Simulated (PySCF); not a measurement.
Cd(Cl)(OSiH3) (CdClH3OSi), SMILES [SiH3][O][Cd][Cl]. Atoms are numbered in the order given.

```xyz
7

Cd     0.1279    -0.3880     0.0000
Cl    -0.2780    -2.6202     0.0000
O      0.5662     1.5184     0.0000
Si    -0.3005     2.9198     0.0000
H     -1.1884     3.0304    -1.2054
H      0.6391     4.0815     0.0000
H     -1.1884     3.0304     1.2054
```

Geometry optimised at PBE0-D3(BJ)/def2-SVP. The def2 effective core potentials stand for the cores of Cd; spin–orbit coupling is left out. Other conformers were not sampled.

Method: PBE0-D3(BJ)/def2-SVP (PySCF).

Frequencies are harmonic and unscaled.

Computed normal modes with their intensities:
| mode | ν (cm⁻¹) | IR (km/mol) | moving atoms (share of kinetic energy) |
|---|---|---|---|
| 1 | 44 | 0.2 | H 77 %, Cl 10 % |
| 2 | 57 | 2.3 | Cl 36 %, Si 28 %, Cd 23 %, H 9 % |
| 3 | 112 | 16.6 | O 49 %, Cd 28 %, Cl 18 % |
| 4 | 129 | 11.6 | O 34 %, Si 24 %, Cd 24 %, Cl 9 % |
| 5 | 363 | 10.3 | Cl 69 %, O 17 % |
| 6 | 485 | 31.5 | O 33 %, Cd 30 %, Si 18 %, Cl 11 %, H 8 % |
| 7 | 727 | 61.6 | H 83 %, Si 9 % |
| 8 | 733 | 55.3 | H 79 %, O 11 %, Si 10 % |
| 9 | 944 | 81.6 | H 96 % |
| 10 | 954 | 77.5 | H 95 % |
| 11 | 995 | 429.3 | O 75 %, Si 22 % |
| 12 | 1007 | 353.6 | H 92 %, Si 8 % |
| 13 | 2187 | 192.6 | H 96 % |
| 14 | 2195 | 125.6 | H 98 % |
| 15 | 2233 | 153.1 | H 97 % |
